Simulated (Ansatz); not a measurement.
Relaxation of Cl2FGeH3 (7 atoms, charge 0, multiplicity 1), to a largest force component of 0.03 eV/Å in at most 50 steps.

Method: Ansatz, RKS PBE-D4/def2-SVP.

```xyz
7
Properties=species:S:1:pos:R:3
Ge 0.206 -0.464 -0.413
F 0.011 0.175 2.405
H 1.366 0.000 -1.331
H -0.562 0.651 0.298
Cl -1.257 -1.523 -1.621
Cl 1.124 -2.039 0.839
H 0.206 -0.650 2.790
```

Problem. Where does it end, and by what steps?

Solution. It converged. After 13 steps the energy has fallen by 0.297 eV; H4 moved furthest, 0.85 Å.

| step | energy less start (eV) | largest force component (eV/Å) | accepted |
| --- | --- | --- | --- |
| 0 | 0.0000 | 0.500 | yes |
| 1 | -0.0796 | 1.606 | yes |
| 2 | -0.0391 | 2.832 | no |
| 3 | -0.1319 | 1.079 | yes |
| 4 | -0.1610 | 1.068 | yes |
| 5 | -0.1744 | 0.592 | yes |
| 6 | -0.1879 | 0.053 | yes |
| 7 | -0.2044 | 0.099 | yes |
| 8 | -0.2168 | 0.178 | yes |
| 9 | -0.2333 | 0.574 | yes |
| 10 | -0.2512 | 0.710 | yes |
| 11 | -0.2711 | 0.583 | yes |
| 12 | -0.2925 | 0.194 | yes |
| 13 | -0.2972 | 0.020 | yes |

```xyz
7
Properties=species:S:1:pos:R:3
Ge -0.078 -0.548 -0.283
F 0.759 0.462 2.262
H 1.226 0.219 -0.558
H -1.287 0.200 0.304
Cl -0.708 -1.470 -2.143
Cl 0.399 -2.228 1.070
H 0.784 -0.484 2.317
```

The run took 25 s on 2 threads of Arm Neoverse V1 (shared host), peak memory 0.14 GiB.
